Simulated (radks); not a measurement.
The phosphorus anion P3-, [Ar], held by a Watson sphere: a shell of charge +2.26 at radius R that stands for the Madelung well of a crystal (potential energy -2.26/R inside, -2.26/r outside, in hartree with lengths in bohr). Calculated with a radial shooting solver on a logarithmic mesh with Libxc functionals: non-relativistic Kohn-Sham, PBEsol, spin-polarised, spherical densities, point nucleus.

R (bohr)  e(2p) (eV)  e(3s) (eV)  e(3p) (eV)  <r> 3p (bohr)  sum of <r^2> (bohr^2)  X-ray form factor at sin(theta)/lambda = 0.2 1/angstrom
1.88         -115.52     -10.238      -1.914          2.366                  51.53                                                   10.777
1.98         -115.43     -10.038      -1.863          2.404                  52.99                                                   10.705
2.98         -116.24      -8.422      -1.168          2.795                  69.80                                                   10.253
3.13         -116.38      -8.252      -1.061          2.854                  72.59                                                   10.225
3.42         -116.61      -7.972      -0.864          2.968                  78.20                                                   10.190
4.22         -117.03      -7.494      -0.433          3.284                  95.35                                                   10.183
4.35         -117.08      -7.449      -0.379          3.335                  98.41                                                   10.187
